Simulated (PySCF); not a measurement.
**Ionisation energy of W²⁺ by level of theory**

W²⁺ [Xe] 4f14 5d4 (5D) → W³⁺ [Xe] 4f14 5d3 (4F), as a difference of total energies. All numbers are calculated (PySCF 2.14, scalar relativity by spin-free X2C-1e, in x2c-TZVPPall with one added diffuse shell each of s, p, d, f type (12s8p8d4f1g, 113 functions)). Correlated levels: valence: [Xe] 4f14 frozen. The calculations carry no spin-orbit coupling.

| method | ionisation energy (eV) |
| --- | --- |
| UHF | 24.768 |
| LDA | 26.351 |
| PBE0 | 25.914 |
| r2SCAN | 25.805 |
| SCS-MP2 (valence) | 25.370 |

**Question.** Estimate what PBE gives.

**Answer.** 26.021 eV, closest to PBE0 among the rows shown.

**Question.** Estimate what MP2 (valence) gives.

**Answer.** 25.602 eV, closest to r2SCAN among the rows shown.

A first-order spin-orbit estimate (lowest level to lowest level, LS coupling) adds -0.249 eV.

Errors of the correlated levels include the incompleteness of this basis and the frozen core.

For comparison: 26 ± 0.4 eV (semi-empirical (NIST evaluation); NIST Atomic Spectra Database, ionization energies).
